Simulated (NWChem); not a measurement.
Species: C2H3ClF2; SMILES CC(F)(F)Cl

Computed with NWChem. Pople sets run with spherical d functions. Structure relaxed at the PBE-D3(BJ)/def2-SVP level. Level: M05-2X/6-31G* with COSMO at NWChem's default radii, gas-phase geometry; rows give the dielectric constant.

| dielectric constant | electrostatic solvation energy (kcal/mol) | dipole in solution (D) |
|---|---|---|
| 2.0 | -1.4 | 2.49 |
| 3.9 | -2.1 | 2.61 |
| 11.7 | -2.6 | 2.70 |
| 37.5 | -2.8 | 2.73 |
| 78.4 | -2.9 | 2.74 |
